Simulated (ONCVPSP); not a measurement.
# Building the ONCV potential for Al (PBE, scalar-relativistic).

The input file (ONCVPSP 4.0.1):

```
# ATOM AND REFERENCE CONFIGURATION
# atsym  z   nc   nv     iexc    psfile
  Al 13.00    3    2        4      upf
#
#   n    l    f
    1    0    2.00
    2    0    2.00
    2    1    6.00
    3    0    2.00
    3    1    1.00
#
# PSEUDOPOTENTIAL AND OPTIMIZATION
# lmax
    2
#
#   l,   rc,      ep,       ncon, nbas, qcut
    0    2.15    0.00    3    8    3.40
    1    2.15    0.00    4    8    4.60
    2    2.40    0.08    4    9    4.40
#
# LOCAL POTENTIAL
# lloc, lpopt,  rc(5),   dvloc0
    4    5    1.95    0.00
#
# VANDERBILT-KLEINMAN-BYLANDER PROJECTORs
# l, nproj, debl
    0    2    3.70
    1    1    3.70
    2    2    2.00
#
# MODEL CORE CHARGE
# icmod, fcfact, rcfact
    3    6.00    1.40
#
# LOG DERIVATIVE ANALYSIS
# epsh1, epsh2, depsh
   -2.00    5.00    0.02
#
# OUTPUT GRID
# rlmax, drl
    6.00    0.01
#
# TEST CONFIGURATIONS
# ncnf
    4
# nvcnf
#   n    l    f
    2
    3    0    2.00
    3    1    0.00
#
    2
    3    0    1.00
    3    1    0.00
#
    2
    3    0    2.00
    3    1    0.50
#
    2
    3    0    0.00
    3    1    3.00
#
```

Command:

```bash
oncvpsp.x < Al.dat > Al.out
```

The program printed (shortened: citation, most of the input echo, consistency checks and plot data are left out):

```
ONCVPSP  (Optimized Norm-Conservinng Vanderbilt PSeudopotential)
scalar-relativistic version 4.0.1

#   n    l    f        energy (Ha)
    1    0    2.00    -5.5533531E+01
    2    0    2.00    -3.9749958E+00
    2    1    6.00    -2.5593353E+00
    3    0    2.00    -2.8491419E-01
    3    1    1.00    -9.9667823E-02

Reference configufation results
  iterations    25
  all-electron total energy (Ha)   -2.42684666D+02

Begin loop to  construct optimized pseudo wave functions
and semi-local pseudopoentials for all angular momenta

   Wellstate for l =  0  n =  6
     eigenvalue =   3.4151
     asymptotic potential =   3.9151
     half-point radius =  4.1489

Calculating optimized projector #   1

 for l=   0

    Fraction of norm inside rc  0.394489
    Optimizing pswf for qcut=   3.40 a_B^-1,  ecut=   5.77 Ha
    Residual kinetic energy error=  1.90D-04 Ha

    Energy error per electron        Cutoff
         Ha          eV             Ha
         0.01000     0.27211        2.73
         0.00100     0.02721        4.57
         0.00010     0.00272        8.48
         0.00001     0.00027       40.94

Calculating optimized projector #   2

 for l=   0

    Fraction of norm inside rc  0.128010
    Optimizing pswf for qcut=   3.40 a_B^-1,  ecut=   5.77 Ha
    Residual kinetic energy error=  7.27D-02 Ha

    Energy error per electron        Cutoff
         Ha          eV             Ha
         0.01000     0.27211       11.36
         0.00100     0.02721       50.67
         0.00010     0.00272       76.27

Calculating optimized projector #   1

 for l=   1

    Fraction of norm inside rc  0.193570
    Optimizing pswf for qcut=   4.60 a_B^-1,  ecut=  10.58 Ha
    Residual kinetic energy error=  2.95D-07 Ha

    Energy error per electron        Cutoff
         Ha          eV             Ha
         0.01000     0.27211        1.26
         0.00100     0.02721        2.11
         0.00010     0.00272        5.31
         0.00001     0.00027        7.63

   Wellstate for l =  2  n =  3
     eigenvalue =   0.0800
     asymptotic potential =   0.5800
     half-point radius = 12.7344

   Wellstate for l =  2  n =  5
     eigenvalue =   2.0800
     asymptotic potential =   2.5800
     half-point radius =  4.3878

Calculating optimized projector #   1

 for l=   2

    Fraction of norm inside rc  0.048580
    Optimizing pswf for qcut=   4.41 a_B^-1,  ecut=   9.72 Ha
    Residual kinetic energy error=  6.17D-06 Ha

    Energy error per electron        Cutoff
         Ha          eV             Ha
         0.01000     0.27211        1.55
         0.00100     0.02721        4.23
         0.00010     0.00272        6.93
         0.00001     0.00027        9.29

Calculating optimized projector #   2

 for l=   2

    Fraction of norm inside rc  0.219407
    Optimizing pswf for qcut=   4.41 a_B^-1,  ecut=   9.72 Ha
    Residual kinetic energy error=  7.56D-03 Ha

    Energy error per electron        Cutoff
         Ha          eV             Ha
         0.01000     0.27211        9.26
         0.00100     0.02721       20.31
         0.00010     0.00272       62.45
         0.00001     0.00027       70.60

Construct Vanderbilt / Kleinmman-Bylander projectors

B matrix Hermiticity error, ll=   0
   1   2    8.7313E-05

  Orthonormal projector coefficients  4.5947E+00  9.0353E-01

B matrix Hermiticity error, ll=   2
   1   2   -1.0019E-05

  Orthonormal projector coefficients -1.8742E+00 -4.0464E-01

Model core correction analysis
  based on d2Exc/dn_idn_j

d2excae - all-electron derivatives

   -3.680580D-02   -2.766072D-02
   -2.765875D-02   -2.849600D-02

d2excps - pseudofunction derivatives with no core correction

   -3.996116D-02   -2.870788D-02
   -2.870960D-02   -2.876167D-02

rms 2nd derivative error    1.748407E-03

rmatch, rhocmatch    1.4115    0.3298

Teter function model core charge with specified parameters

d2excps - pseudofunction derivatives with core correction

   -3.551350D-02   -2.734969D-02
   -2.735020D-02   -2.849649D-02

rms 2nd derivative error    6.822730E-04

Pseudoatom total energy   -1.964017

Diagnostic tests using Vanderbilt-Kleinman-Bylander pseudopotentials
  1 or more projectors used as specified by nproj input data

   l    rcore       rmatch      e in        delta e   norm test  slope test

   0   2.1584173   2.2239515  -0.2849142   0.0000261   1.0000509   1.0008060
   0   2.1584173   2.2239515   3.4150858   0.0009124   1.0000229   1.0000229

   1   2.1584173   2.2239515  -0.0996678   0.0000004   1.0000029   0.9999990

   2   2.4038040   2.4767887   0.0800000   0.0000018   1.0000085   1.0000085
   2   2.4038040   2.4767887   2.0800000   0.0000136   1.0000579   1.0000579

 Testing for bound ghosts
   n   l    E NL Schr. Eq   E Basis Diag.   E Cutoff

   1   0       -0.284888       -0.281669     55.97

   2   1       -0.099667       -0.081780     47.26

 Testing for highly-localized positive-energy ghosts
       l    <radius>/rc     E Basis Diag.   E Cutoff

       0        0.944737        5.436407     55.97  WARNING - GHOST(+)

Test configuration 0

   n   l     f        eae           eps        diff
   1   0  2.0000  -55.53353116
   2   0  2.0000   -3.97499583
   2   1  6.0000   -2.55933530
   3   0  2.0000   -0.28491419   -0.28488808    2.61D-05
   3   1  1.0000   -0.09966782   -0.09966741    4.14D-07

    Total energies and differences
      AE_ref= -2.42684666D+02  AE_tst= -2.42684666D+02  dif=  0.00D+00
      PS_ref= -1.96401705D+00  PS_tst= -1.96401705D+00  dif= -6.88D-15
      PSP excitation error=  6.88D-15

Test configuration 1

   n   l     f        eae           eps        diff
   1   0  2.0000  -55.84548693
   2   0  2.0000   -4.28139008
   2   1  6.0000   -2.86614977
   3   0  2.0000   -0.54427607   -0.54394150    3.35D-04

    Total energies and differences
      AE_ref= -2.42684666D+02  AE_tst= -2.42472946D+02  dif=  2.12D-01
      PS_ref= -1.96401705D+00  PS_tst= -1.75239444D+00  dif=  2.12D-01
      PSP excitation error=  9.82D-05

Test configuration 2

   n   l     f        eae           eps        diff
   1   0  2.0000  -56.31071886
   2   0  2.0000   -4.73212529
   2   1  6.0000   -3.31704612
   3   0  1.0000   -0.87271849   -0.87364438   -9.26D-04

    Total energies and differences
      AE_ref= -2.42684666D+02  AE_tst= -2.41766424D+02  dif=  9.18D-01
      PS_ref= -1.96401705D+00  PS_tst= -1.04566801D+00  dif=  9.18D-01
      PSP excitation error= -1.07D-04

Test configuration 3

   n   l     f        eae           eps        diff
   1   0  2.0000  -55.67649395
   2   0  2.0000   -4.11605573
   2   1  6.0000   -2.70055887
   3   0  2.0000   -0.40769662   -0.40750958    1.87D-04
   3   1  0.5000   -0.20951108   -0.20940540    1.06D-04

    Total energies and differences
      AE_ref= -2.42684666D+02  AE_tst= -2.42608023D+02  dif=  7.66D-02
      PS_ref= -1.96401705D+00  PS_tst= -1.88739359D+00  dif=  7.66D-02
      PSP excitation error=  2.03D-05

Test configuration 4

   n   l     f        eae           eps        diff
   1   0  2.0000  -55.66548563
   2   0  2.0000   -4.10332653
   2   1  6.0000   -2.68678929
   3   1  3.0000   -0.14302397   -0.14301785    6.12D-06

    Total energies and differences
      AE_ref= -2.42684666D+02  AE_tst= -2.42300613D+02  dif=  3.84D-01
      PS_ref= -1.96401705D+00  PS_tst= -1.57880653D+00  dif=  3.85D-01
      PSP excitation error= -1.16D-03
```

The run took about 3.1 s on one core of a shared server CPU.
